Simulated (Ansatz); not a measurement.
Consider the cleavage of the B–Si bond: `B[SiH2]N[SiH2]F` + `C=N` → `BN=C` + `F[SiH2]N[SiH3]`.

Gas-phase electronic energies from Ansatz, PBE0-D4/def2-TZVP geometries. CCSD(T)/CBS adds triple-zeta CCSD(T) − MP2 to the extrapolated MP2 energy (def2 sets, frozen cores). This one scheme is used for every species. Functionals use def2-TZVPP. One conformer a species, not always the lowest.

`B[SiH2]N[SiH2]F`:

Cartesian coordinates in Å:
```
B 1.288 -1.108 -0.241
Si 0.762 0.231 1.182
N -0.721 0.910 0.525
Si -1.291 0.351 -0.967
F -0.555 -1.104 -1.129
H 1.323 -2.279 -0.014
H 1.851 -0.713 -1.220
H 1.782 1.301 1.396
H 0.465 -0.328 2.533
H -1.297 1.510 1.095
H -0.851 1.099 -2.166
H -2.755 0.131 -0.992
```

`C=N`:

```xyz
5

C     0.248    0.289   -0.082
N    -0.770   -0.414   -0.321
H     0.914    0.157    0.779
H     0.505    1.096   -0.772
H    -0.897   -1.129    0.396
```

`BN=C`:

```xyz
7

B    -1.115    0.152   -0.656
N     0.041   -0.006    0.024
C     1.103   -0.151    0.649
H    -1.816    1.084   -0.387
H    -1.396   -0.645   -1.503
H     2.037    0.300    0.300
H     1.146   -0.735    1.573
```

`F[SiH2]N[SiH3]`:

```xyz
10

F    -0.870    0.117   -2.401
Si   -1.200    0.426   -0.865
N     0.205    0.602    0.085
Si    1.108   -0.633    0.900
H    -1.958    1.698   -0.859
H    -1.974   -0.729   -0.362
H     0.616    1.526    0.091
H     2.457   -0.823    0.304
H     0.326   -1.888    0.770
H     1.290   -0.296    2.337
```

| level | ΔE (kJ/mol) | difference from CCSD(T)/CBS |
| --- | --- | --- |
| revPBE-D4 | -153.8 | -6.2 |
| B97M-V | -153.7 | -6.1 |
| PBE0-D4 | -152.8 | -5.2 |
| r2SCAN0-D4 | -155.4 | -7.8 |
| ωB97X-V | -145.6 | 2.0 |
| revPBE | -164.7 | -17.1 |
| r2SCAN | -160.3 | -12.7 |
| r2SCAN0 | -156.7 | -9.1 |
| BHLYP | -164.1 | -16.5 |
| CAM-B3LYP | -166.2 | -18.6 |
| CCSD(T)/def2-SVP | -155.8 | -8.2 |
| HF/def2-TZVPP | -159.7 | -12.1 |
| SCS-MP2/def2-TZVPP | -152.6 | -5.0 |
| CCSD/def2-TZVPP | -147.4 | 0.2 |
| CCSD(T)/def2-TZVPP | -146.7 | 0.9 |
| HF/def2-QZVPP | -160.5 | -12.9 |
| CCSD(T)/CBS | -147.6 | 0 |

Largest T1 diagnostic among the species: 0.016.

The D4 term adds +7.7 kJ/mol with B3LYP and +4.0 kJ/mol with PBE0; it sums over pairs of atoms, weighted by their polarisabilities, and B3LYP, whose exchange is more repulsive, gets the larger term. From PBE to PBE0 (25 % exact exchange), in def2-TZVPP and without D4, ΔE moves by +6.5 kJ/mol.

B3LYP here is the variant with VWN-RPA as its local correlation; programs differ in this.
